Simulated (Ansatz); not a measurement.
`B/C=C/[Se][SiH3]` + CH₃NH₂ → `NC[Se][SiH3]` + `BC=C`  (formal exchange of groups at the Se–C bond)

Computed with Ansatz on PBE0-D4/def2-TZVP structures; ΔE is electronic, products minus reactants. CCSD(T)/CBS is the MP2 limit (def2-TZVPP, def2-QZVPP) plus CCSD(T) − MP2 in def2-TZVPP, frozen cores. Functionals use def2-TZVPP. For Se outer-core shells are correlated without core-valence functions, which leaves a few kJ/mol of doubt a bond. Scalar relativity is left out up to krypton. One conformer a species, not always the lowest.

| level | ΔE (kJ/mol) |
| --- | --- |
| PBE-D4 | 19.0 |
| SCS-MP2/def2-TZVPP | 9.5 |
| HF/CBS(def2) | 4.9 |
| MP2/CBS(def2) | 11.4 |

Problem. What does CCSD(T)/CBS give? (Estimate.)

Solution. The calculation gave: +7.8 kJ/mol. The listed levels differ from it by 11.2, 1.7, -2.9, 3.6 kJ/mol.

Largest T1 diagnostic among the species: 0.012.

In def2-TZVPP, CCSD(T) changes the Hartree–Fock value by +4.0 kJ/mol (the triples alone add +1.5 kJ/mol) and MP2 by +7.6 kJ/mol. From PBE to PBE0 (25 % exact exchange), in def2-TZVPP and without D4, ΔE moves by −5.8 kJ/mol.
